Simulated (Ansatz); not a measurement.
A CCSD(T) single point on F2H2Se2Ti, SMILES `[F][Ti]([F])([SeH])[SeH]`.

```yaml
crystal:
  periodic: [false, false, false]
  atoms:
    - {symbol: F, position_ang: [-0.187407, -2.163445, -0.227601]}
    - {symbol: Ti, position_ang: [0.293084, -0.563705, 0.262978]}
    - {symbol: F, position_ang: [1.535892, -0.450230, 1.476772]}
    - {symbol: Se, position_ang: [-1.559613, 0.652231, 1.212244]}
    - {symbol: Se, position_ang: [0.980472, 0.492946, -1.792054]}
    - {symbol: H, position_ang: [-2.380944, 0.278049, 0.048358]}
    - {symbol: H, position_ang: [1.379718, 1.686153, -1.026496]}
basis:
  gaussian: {orbitals: def2-SVP}
correlation: {method: ccsd_t}
```

```sh
$ ansatz run in.yaml --threads 4 --pin off --events-out ev --progress --plain --max-ram 11315MiB
```

Output of Ansatz, abridged:

```
Functional definition: HF
1320 factors; integrals over basis functions are off by at most 1.0e-3 eV
mean field evaluation 1: about -159108.9994 eV, gradient 5.5e1 eV
mean field evaluation 2: about -159109.0344 eV, gradient 5.6e1 eV
mean field evaluation 4: about -159117.0404 eV, gradient 7.7e0 eV
mean field evaluation 8: about -159117.2305 eV, gradient 9.9e-1 eV
mean field evaluation 16: about -159117.2452 eV, gradient 1.7e-6 eV
mean field -159117.24519538 eV, -5847.4509073877 hartree, gradient 1.7e-6 eV, S^2 0.000000; 0 other end points of the search recorded, 0 dependent functions left out
25 core orbitals not correlated: weight in the atoms' cores, before any rotation towards them, 1.000 or more for the frozen orbitals, at most 0.000 for the correlated occupied ones
reference -159117.24519538 eV, -5847.4509073877 hartree; 30, 30 occupied and 78, 78 virtual orbitals, 1320 factors
second order -32.01913619 eV of doubles, -0.00000000 eV of singles
cycle   1  -30.29068638 eV  change     1.7e0 eV  update   2.9e-1
cycle   2  -31.56476389 eV  change    -1.3e0 eV  update   2.2e-1
cycle   3  -31.85131322 eV  change   -2.9e-1 eV  update   5.4e-2
cycle   4  -31.86088969 eV  change   -9.6e-3 eV  update   2.0e-2
cycle   5  -31.84179972 eV  change    1.9e-2 eV  update   9.0e-3
cycle   6  -31.83684334 eV  change    5.0e-3 eV  update   4.5e-3
cycle   7  -31.83963135 eV  change   -2.8e-3 eV  update   2.5e-3
cycle   8  -31.83951853 eV  change    1.1e-4 eV  update   1.2e-3
cycle   9  -31.83964884 eV  change   -1.3e-4 eV  update   4.6e-4
cycle  10  -31.84035681 eV  change   -7.1e-4 eV  update   2.1e-4
cycle  11  -31.84008019 eV  change    2.8e-4 eV  update   1.0e-4
cycle  12  -31.83991569 eV  change    1.6e-4 eV  update   5.5e-5
cycle  13  -31.84000798 eV  change   -9.2e-5 eV  update   2.2e-5
cycle  14  -31.83995103 eV  change    5.7e-5 eV  update   1.7e-5
perturbative correction -1.35153053 eV, -0.0496678309 hartree
Total energy: -159150.43667694 eV, -5848.6706718372 hartree
```

Run time 32 s (4 threads of an Arm Neoverse V2 on a shared host); peak host memory 0.91 GiB.

MP2 recovers 96.5 % of the CCSD(T) correlation energy and the triples give 4.1 %; T1 = 0.0201.
